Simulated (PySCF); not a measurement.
HfO2, SMILES [O]=[Hf]=[O] (connectivity only; charge and spin as stated), charge -1, multiplicity 2. Geometry: B3LYP-D3(BJ)/def2-TZVPD. The spin state was assumed, not searched. The isomer is the one that the SMILES or the coordinates give; other isomers of the formula were not compared. The def2 effective core potentials stand for the cores of Hf; spin–orbit coupling is left out.

These are PySCF 2.14.0 with B3LYP-D3(BJ)/def2-TZVPD values and carry that method's errors.

Harmonic wavenumbers (cm⁻¹): 258, 761, 845. Rotational constants (GHz): 17.65, 6.884, 4.953; symmetry number 2.

**Question.** Work out the zero-point energy and the ideal-gas rigid-rotor harmonic-oscillator thermochemistry at 298.15 K and 1 atm.

**Answer.** ZPE = ½ Σ hcν = ½ × 1863 cm⁻¹ = 2.66 kcal/mol. H − E(el) = 5.43 kcal/mol. Entropy in cal/(mol K): translation 41.94, rotation 22.42, vibration 2.09, spin 1.38, total 67.82. G − E(el) = -14.79 kcal/mol. Cp = 11.00 cal/(mol K).
